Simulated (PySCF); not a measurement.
**Electron correlation in Pr⁺ (praseodymium, charge +1)**

[Xe] 4f3 6s1, one real determinant. Calculation: PySCF 2.14, in cc-pVDZ-X2C (8s7p5d3f1g, 84 functions); scalar relativity by spin-free X2C-1e. Frozen: [Kr] 4d10; 12 electrons correlated.

```json
{"level": "CCSD", "correlation energy (mhartree)": "-296.38"}
{"level": "(T)", "correlation energy (mhartree)": "-12.76"}
{"level": "CCSD(T)", "correlation energy (mhartree)": "-309.14"}
```

Diagnostics: T1 = 0.014, D1 = 0.0451, largest double amplitude 0.121.

The real determinant used has ⟨L²⟩ near 34 against 42 for a pure I term, so it mixes terms. Spin-orbit coupling, absent here, splits the open shell strongly.

Cost of the coupled-cluster step: roughly 40 core-seconds, for 12 correlated electrons.

The reference is one real determinant that mixes LS terms of this configuration.
